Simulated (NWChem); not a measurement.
System: CH$_{3}$AlF, doublet; SMILES [CH3][Al][F]

Input file for NWChem:

```
start job
memory heap 200 mb stack 900 mb global 1100 mb
geometry units angstroms noautosym nocenter noautoz
  Al     0.560624    -0.108944     0.000000
  C     -0.281933     1.669935     0.000000
  H     -0.923645     1.771198     0.891904
  H     -0.923645     1.771198    -0.891904
  H      0.456143     2.485384     0.000000
  F     -0.454514    -1.441852     0.000000
end
basis spherical
  Al library 6-31g*
  C library 6-31g*
  H library 6-31g*
  F library 6-31g*
end
dft
  odft
  mult 2
  xc b3lyp
  iterations 150
end
property
  efieldgrad
end
task dft property
```

Parts of the log:

```
             Northwest Computational Chemistry Package (NWChem) 7.3.0
             --------------------------------------------------------

                             Geometry "geometry" -> ""
                             -------------------------

 Output coordinates in angstroms (scale by  1.889725989 to convert to a.u.)

  No.       Tag          Charge          X              Y              Z
 ---- ---------------- ---------- -------------- -------------- --------------
    1 Al                  13.0000     0.56062400    -0.10894400     0.00000000
    2 C                    6.0000    -0.28193300     1.66993500     0.00000000
    3 H                    1.0000    -0.92364500     1.77119800     0.89190400
    4 H                    1.0000    -0.92364500     1.77119800    -0.89190400
    5 H                    1.0000     0.45614300     2.48538400     0.00000000
    6 F                    9.0000    -0.45451400    -1.44185200     0.00000000

 Effective nuclear repulsion energy (a.u.)      88.6637165785

                              NWChem Property Module
                              ----------------------

  itol2e modified to match energy
  convergence criterion.

                                 NWChem DFT Module
                                 -----------------

 Summary of "ao basis" -> "ao basis" (spherical)
 ------------------------------------------------------------------------------
       Tag                 Description            Shells   Functions and Types
 ---------------- ------------------------------  ------  ---------------------
 Al                          6-31g*                  8       18   4s3p1d
 C                           6-31g*                  6       14   3s2p1d
 H                           6-31g*                  2        2   2s
 F                           6-31g*                  6       14   3s2p1d

  itol2e modified to match energy
  convergence criterion.

            General Information
            -------------------
          SCF calculation type: DFT
          Wavefunction type:  spin polarized.
          No. of atoms     :     6
          No. of electrons :    31
           Alpha electrons :    16
            Beta electrons :    15
          Charge           :     0
          Spin multiplicity:     2
          Use of symmetry is: off; symmetry adaption is: off
          Maximum number of iterations: 150
          AO basis - number of functions:    52
                     number of shells:    26
          Convergence on energy requested:  1.00D-07
          Convergence on density requested:  1.00D-05
          Convergence on gradient requested:  5.00D-04

              XC Information
              --------------
                         B3LYP Method XC Potential
                     Hartree-Fock (Exact) Exchange  0.200
                        Slater Exchange Functional  0.800 local
                    Becke 1988 Exchange Functional  0.720 non-local
              Lee-Yang-Parr Correlation Functional  0.810
                  VWN I RPA Correlation Functional  0.190 local

             Grid Information
             ----------------
          Grid used for XC integration:  fine
          Radial quadrature: Mura-Knowles
          Angular quadrature: Lebedev.
          Tag              B.-S. Rad. Rad. Pts. Rad. Cut. Ang. Pts.
          ---              ---------- --------- --------- ---------
          Al                  1.25      123           8.0       770
          C                   0.70       70           9.0       590
          H                   0.35       60          10.0       590
          F                   0.50       70          10.0       590
          Grid pruning is: on
          Number of quadrature shells:   443
          Spatial weights used:  Erf1

      Superposition of Atomic Density Guess
      -------------------------------------

 Sum of atomic energies:        -380.38593449

      Non-variational initial energy
      ------------------------------

 Total energy =    -381.033363
 1-e energy   =    -703.668401
 2-e energy   =     233.971321
 HOMO         =      -0.140091
 LUMO         =       0.023483

   convergence    iter        energy       DeltaE   RMS-Dens  Diis-err
 ---------------- ----- ----------------- --------- --------- ---------
 d= 0,ls=0.0,diis     1   -382.1448451489 -4.71D+02  1.42D-02  1.45D-01
                                                     1.16D-02  1.41D-01
 d= 0,ls=0.0,diis     2   -381.9946654219  1.50D-01  7.33D-03  6.21D-01
                                                     7.06D-03  6.21D-01
 d= 0,ls=0.0,diis     3   -382.2180280403 -2.23D-01  8.06D-04  1.67D-03
                                                     9.76D-04  1.73D-03
 d= 0,ls=0.0,diis     4   -382.2184439622 -4.16D-04  5.11D-04  1.19D-03
                                                     3.88D-04  1.04D-03
 d= 0,ls=0.0,diis     5   -382.2190734178 -6.29D-04  1.85D-04  1.61D-05
                                                     1.12D-04  1.77D-05
  Resetting Diis
 d= 0,ls=0.0,diis     6   -382.2190951966 -2.18D-05  5.81D-05  1.68D-06
                                                     4.36D-05  9.94D-07
 d= 0,ls=0.0,diis     7   -382.2190975784 -2.38D-06  1.56D-05  1.49D-07
                                                     6.21D-06  5.90D-08
 d= 0,ls=0.0,diis     8   -382.2190977053 -1.27D-07  2.55D-06  2.93D-08
                                                     5.83D-06  7.13D-08
 d= 0,ls=0.0,diis     9   -382.2190977388 -3.36D-08  3.80D-06  2.84D-08
                                                     2.09D-06  1.03D-08

         Total DFT energy =     -382.219097738815
      One electron energy =     -706.505263712299
           Coulomb energy =      271.370158082616
    Exchange-Corr. energy =      -35.747708687672
 Nuclear repulsion energy =       88.663716578539

 Numeric. integr. density =       31.000000157251

                    DFT Final Alpha Molecular Orbital Analysis
                    ------------------------------------------

 Vector   14  Occ=1.000000D+00  E=-3.792251D-01
              MO Center= -4.2D-01, -1.2D+00,  5.2D-10, r^2= 1.1D+00
   Bfn.  Coefficient  Atom+Function         Bfn.  Coefficient  Atom+Function
  ----- ------------  ---------------      ----- ------------  ---------------
    43      0.619391  6 F  pz                47      0.443339  6 F  pz
     9      0.111592  1 Al pz                23     -0.097956  2 C  pz
    27     -0.070238  2 C  pz                13      0.063682  1 Al pz
    33     -0.053436  3 H  s                 35      0.053436  4 H  s
    15     -0.050353  1 Al d -1               5     -0.047073  1 Al pz

 Vector   15  Occ=1.000000D+00  E=-3.354078D-01
              MO Center=  4.8D-02,  7.9D-01, -2.0D-10, r^2= 2.5D+00
   Bfn.  Coefficient  Atom+Function         Bfn.  Coefficient  Atom+Function
  ----- ------------  ---------------      ----- ------------  ---------------
    22      0.366607  2 C  py                 6     -0.317201  1 Al s
    42      0.260293  6 F  py                 8     -0.226975  1 Al py
    26      0.216499  2 C  py                46      0.171769  6 F  py
     2      0.156123  1 Al s                 10     -0.156534  1 Al s
    21     -0.150624  2 C  px                 4      0.107654  1 Al py

 Vector   16  Occ=1.000000D+00  E=-1.950580D-01
              MO Center=  9.9D-01,  1.2D-02, -1.2D-09, r^2= 2.9D+00
   Bfn.  Coefficient  Atom+Function         Bfn.  Coefficient  Atom+Function
  ----- ------------  ---------------      ----- ------------  ---------------
    10      0.487330  1 Al s                  7      0.415427  1 Al px
     6      0.335527  1 Al s                 24     -0.226168  2 C  s
    22      0.220556  2 C  py                26      0.182625  2 C  py
    41     -0.174166  6 F  px                11      0.155477  1 Al px
     2     -0.148449  1 Al s                  3     -0.148407  1 Al px

 Vector   17  Occ=0.000000D+00  E=-4.418330D-02
              MO Center=  6.3D-01, -1.2D-01,  1.3D-09, r^2= 4.0D+00
   Bfn.  Coefficient  Atom+Function         Bfn.  Coefficient  Atom+Function
  ----- ------------  ---------------      ----- ------------  ---------------
    13      0.621056  1 Al pz                 9      0.519278  1 Al pz
    34     -0.183852  3 H  s                 36      0.183852  4 H  s
    43     -0.184394  6 F  pz                 5     -0.182842  1 Al pz
    47     -0.178677  6 F  pz                33     -0.066761  3 H  s
    35      0.066761  4 H  s                 23     -0.066050  2 C  pz

 Vector   18  Occ=0.000000D+00  E= 3.567197D-02
              MO Center=  3.7D-01, -4.5D-01,  6.1D-11, r^2= 5.6D+00
   Bfn.  Coefficient  Atom+Function         Bfn.  Coefficient  Atom+Function
  ----- ------------  ---------------      ----- ------------  ---------------
    12      0.784661  1 Al py                11      0.598065  1 Al px
    44      0.429839  6 F  s                 10     -0.299557  1 Al s
    38     -0.267819  5 H  s                  7      0.153916  1 Al px
     8      0.144131  1 Al py                40      0.112821  6 F  s
    14      0.110566  1 Al d -2              37     -0.081690  5 H  s

[...]

          -----------------------
          Electric field gradient
          -----------------------

 1 a.u. = 0.324123 10**(16) esu/cm**3  ( or statvolts/cm**2 ) = 0.97174 10**(22) v/m**2

 ------------------------------------------------------------
   Atom      X         Y         Z
 ------------------------------------------------------------
    1 Al   1.05943  -0.20587   0.00000
 ------------------------------------------------------------

 Electric field gradient in molecular frame (a.u.)
         XX             YY             ZZ             XY             XZ             YZ
 ------------------------------------------------------------------------------------------
        0.236451       0.566195      -0.802646       0.007946      -0.000000       0.000000

 Principal components (a.u.) and orientation
 of principal axis w.r.t. absolute frame                      Asymmetry parameter eta
 --------------------------------------------------------------------------------------
       -0.802646       0.566387       0.236259                       0.411299

        0.000000       0.024075       0.999710
       -0.000000       0.999710      -0.024075
        1.000000       0.000000      -0.000000

 ------------------------------------------------------------
   Atom      X         Y         Z
 ------------------------------------------------------------
    2 C   -0.53278   3.15572   0.00000
 ------------------------------------------------------------

 Electric field gradient in molecular frame (a.u.)
         XX             YY             ZZ             XY             XZ             YZ
 ------------------------------------------------------------------------------------------
       -0.014920       0.073983      -0.059063      -0.046426      -0.000000      -0.000000

 Principal components (a.u.) and orientation
 of principal axis w.r.t. absolute frame                      Asymmetry parameter eta
 --------------------------------------------------------------------------------------
        0.093807      -0.059063      -0.034744                       0.259243

       -0.392697       0.000000       0.919668
        0.919668       0.000000       0.392697
       -0.000000       1.000000      -0.000000

 ------------------------------------------------------------
   Atom      X         Y         Z
 ------------------------------------------------------------
    3 H   -1.74544   3.34708   1.68545
 ------------------------------------------------------------

 Electric field gradient in molecular frame (a.u.)
         XX             YY             ZZ             XY             XZ             YZ
 ------------------------------------------------------------------------------------------
       -0.002356       0.141112      -0.138756       0.019556       0.198495      -0.031010

 Principal components (a.u.) and orientation
 of principal axis w.r.t. absolute frame                      Asymmetry parameter eta
 --------------------------------------------------------------------------------------
       -0.283595       0.145032       0.138562                       0.022815

       -0.578481      -0.233387       0.781595
        0.085864       0.935448       0.342878
        0.811164      -0.265459       0.521099

 ------------------------------------------------------------
   Atom      X         Y         Z
 ------------------------------------------------------------
    4 H   -1.74544   3.34708  -1.68545
 ------------------------------------------------------------

 Electric field gradient in molecular frame (a.u.)
         XX             YY             ZZ             XY             XZ             YZ
 ------------------------------------------------------------------------------------------
       -0.002356       0.141112      -0.138756       0.019556      -0.198495       0.031010

 Principal components (a.u.) and orientation
 of principal axis w.r.t. absolute frame                      Asymmetry parameter eta
 --------------------------------------------------------------------------------------
       -0.283595       0.145032       0.138562                       0.022815

        0.578481      -0.233387       0.781595
       -0.085864       0.935448       0.342878
        0.811164       0.265459      -0.521099

 ------------------------------------------------------------
   Atom      X         Y         Z
 ------------------------------------------------------------
    5 H    0.86199   4.69669   0.00000
 ------------------------------------------------------------

 Electric field gradient in molecular frame (a.u.)
         XX             YY             ZZ             XY             XZ             YZ
 ------------------------------------------------------------------------------------------
       -0.050633      -0.088924       0.139557      -0.217483       0.000000       0.000000

 Principal components (a.u.) and orientation
 of principal axis w.r.t. absolute frame                      Asymmetry parameter eta
 --------------------------------------------------------------------------------------
       -0.288102       0.148546       0.139557                       0.031200

        0.675392       0.737459       0.000000
        0.737459      -0.675392      -0.000000
       -0.000000      -0.000000       1.000000

 ------------------------------------------------------------
   Atom      X         Y         Z
 ------------------------------------------------------------
    6 F   -0.85891  -2.72471   0.00000
 ------------------------------------------------------------

 Electric field gradient in molecular frame (a.u.)
         XX             YY             ZZ             XY             XZ             YZ
 ------------------------------------------------------------------------------------------
        0.025541      -0.122109       0.096568      -0.459093      -0.000000      -0.000000

 Principal components (a.u.) and orientation
 of principal axis w.r.t. absolute frame                      Asymmetry parameter eta
 --------------------------------------------------------------------------------------
       -0.513274       0.416707       0.096568                       0.623719

        0.648550       0.761172       0.000000
        0.761172      -0.648550      -0.000000
        0.000000      -0.000000       1.000000
```

Level: B3LYP/6-31G* (spherical d), spin-unrestricted. In the optimisation the excess spin sits in a' (Cs, its own frame). Geometry: optimised at PBE0/def2-SVP, spin-unrestricted. The spin multiplicity was typed, not searched, and may not be the lowest. No stability test was run on the SCF state. NWChem prints the field gradient with the sign opposite to the second derivative of the potential.
